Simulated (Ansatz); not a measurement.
The lowest singlet and triplet of OH (SMILES [OH+]); geometries from B3LYP-D3(BJ)/def2-TZVP, each state relaxed from the structure named, with no frequency check, low spin by broken symmetry.
Singlet (charge 1, multiplicity 1):
```
atom   x (Å)   y (Å)    z (Å)
----  ------  ------  -------
O     0.0000  0.0000  -0.1156
H     0.0000  0.0000   0.9250
```

A positive gap puts the triplet lower; no zero-point energy. U- takes an unrestricted singlet (broken symmetry where lower, unprojected). The triplet is unrestricted in single-reference levels. Active spaces average the two states.

Cores are frozen in the correlated methods.

Programs: Ansatz (a quantum-chemistry and plane-wave program). Each number belongs to the level named beside it.

Give the gap E(singlet) − E(triplet), vertical, at the singlet's geometry at the level FIC-NEVPT4(SD) on SA-CASSCF(6,5)/cc-pVDZ.

54.7 kcal/mol

Estimate the gap E(singlet) − E(triplet), vertical, at the singlet's geometry that SA-CASSCF(6,5)/cc-pVTZ returns for this input.

57.4 kcal/mol

Estimate the gap E(singlet) − E(triplet), vertical, at the singlet's geometry that U-wB97M-V/def2-TZVPP (spin-contaminated) returns for this input.

23.3 kcal/mol
